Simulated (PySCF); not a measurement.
## Correlation energy of Bi (bismuth, neutral)

[Xe] 4f14 5d10 6s2 6p3, high-spin 4S determinant. All numbers are calculated (PySCF 2.14, scalar relativity through the core potential, in aug-cc-pVQZ-PP with ECP60MDF). Frozen: 5s2 5p6 5d10; 5 electrons correlated.

MP2 pair energies summed by pair of shells (mhartree):

```
 pair  energy  share (%)
6s-6p  -35.88       64.0
6p-6p  -11.71       20.9
6s-6s   -8.45       15.1
```

Total MP2 correlation energy: -56.05 mhartree.

Same-spin part -15.60 and opposite-spin part -40.45 mhartree; SCS-MP2 scales them by 1/3 and 6/5 to -53.74 mhartree.

Spin-orbit coupling is strong in this species, so the high-spin LS determinant is a model state.
